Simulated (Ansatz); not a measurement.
## CH7GaSn (SMILES [CH3][SnH2][GaH2]): the electronic atomisation energy, rung by rung

CH7GaSn has 10 atoms, charge 0, and is taken as a singlet. SMILES: `[CH3][SnH2][GaH2]`. Geometry: relaxed at PBE0-D4/def2-TZVP.

Quantity: the electronic atomisation energy, in eV. The values are calculated. Electronic energies at fixed atoms, without zero-point motion or spin-orbit coupling.

```csv
level,kind,program,value (eV),less CCSD(T)/def2-SVP,CPU time (all runs)
SVWN5/def2-SVP (core potential),LDA,Ansatz,31.92,+4.87,9.4 s
revPBE/def2-SVP (core potential),GGA,Ansatz,27.24,+0.19,14 s
r2SCAN/def2-SVP (core potential),meta-GGA,Ansatz,28.39,+1.34,32 s
B3LYP/def2-SVP (core potential),global hybrid,Ansatz,27.93,+0.88,16 s
BHLYP/def2-SVP (core potential),global hybrid,Ansatz,27.72,+0.67,16 s
PBE0/def2-SVP (core potential),global hybrid,Ansatz,28.08,+1.03,16 s
CCSD(T)/def2-SVP (core potential),coupled cluster or CI,Ansatz,27.05,0.00,60 s
CCSD/def2-SVP (core potential),coupled cluster or CI,Ansatz,26.85,-0.20,38 s
```

CCSD(T)/def2-SVP (core potential) is the highest level here, not the true value. Correlated wave functions underbind in double-zeta sets. The values span 26.85 to 31.92 eV. In the correlated wave-function rows the outer d shell of Ga, Sn is correlated, in sets not made for it. CPU times are rough (shared hosts, several kinds of processor and program).
